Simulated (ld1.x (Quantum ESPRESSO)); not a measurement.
titanium: ultrasoft pseudisation with PBE, scalar-relativistic reference atom.

titanium, ultrasoft, made with ld1.x (Quantum ESPRESSO) 7.5 (PBE, scalar-relativistic). Core [Ar], reference 3d2 4s1.5 4p0 (charge +0.5). Waves: 4s (bound): rcut 2.25, rcutus 2.70 bohr; 4s channel at 0.05 Ry: rcut 2.25, rcutus 2.70 bohr; 4p (bound, empty): rcut 3.55, rcutus 4.25 bohr; 4p channel at 3.3 Ry: rcut 3.55, rcutus 4.25 bohr; 3d (bound): rcut 1.40, rcutus 1.95 bohr; 3d channel at 0.45 Ry: rcut 1.40, rcutus 1.95 bohr. Local part: all-electron potential smoothed inside 1.95 bohr (lloc = -1). Core correction: a·sin(br)/r model core, default radius (core density twice the valence density). Augmentation charge: built from norm-conserving waves at rcut, not smoothed further.

All-electron outer shells of the reference configuration (PBE, scalar-relativistic, ld1.x):

```csv
shell,level (eV),outermost node (bohr),outermost maximum (bohr)
3p,-42.33,0.37,0.90
3d,-7.65,–,0.98
4s,-7.32,1.24,2.85
4p,-3.93,1.38,3.57
```

Is the overlap operator S = 1 + Σ q|β⟩⟨β| positive definite (Bessel basis up to 400 Ry)?

No: its lowest eigenvalue is -0.032, in the p channel, so the generalised eigenproblem breaks down once the basis is large enough.

Tests: 3d2 4s2 4p0; 3d2 4s1 4p0; 3d2 4s0 4p0; 3d2.5 4s1.5 4p0; 3d2 4s0 4p1; 3d1 4s2 4p0; 3d2 4s0 4p2. Which has the largest error in its energy relative to the reference configuration, and how large is it?

3d1 4s2 4p0, with -283 meV (all-electron minus pseudo) on +6.81 eV.

The ghost test of this file was not conclusive. Its overlap operator is not positive definite in a basis up to 400 Ry (lowest eigenvalue p -0.03), so the file is unfit for use: the generalised eigenproblem breaks down once the basis is large enough, and its test numbers describe a broken file.
